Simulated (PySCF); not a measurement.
**Correlation energy of Mo³¹⁺ (molybdenum, charge +31)**

[Ne] 3s1, 2S determinant. Calculation: PySCF 2.14, in an even-tempered Gaussian basis (18 s from 4.4 bohr⁻², ratio 2.5; 11 p from 5.7 bohr⁻², ratio 2.5; 4 d from 22 bohr⁻², ratio 2.7; 4 f from 32 bohr⁻², ratio 2.7); scalar relativity by spin-free X2C-1e. Frozen: 1s2; 9 electrons correlated; the 19 highest virtual orbitals of each spin left out.

```json
{"level": "CCSD", "correlation energy (mhartree)": "-326.85"}
{"level": "(T)", "correlation energy (mhartree)": "-0.16"}
{"level": "CCSD(T)", "correlation energy (mhartree)": "-327.01"}
```

Diagnostics: T1 = 0.00013, D1 = 0.0005, largest double amplitude 0.003.

Cost of the coupled-cluster step: of the order of 24 core-seconds, for 9 correlated electrons.

At this charge the one-electron X2C treatment keeps the bare 1/r₁₂, with no two-electron picture change or Breit term. The effect here is smaller than on the frozen 1s shell; and a scalar Hamiltonian misses the large spin-orbit splitting of the p shells, which matters for ns² → np² pairs.
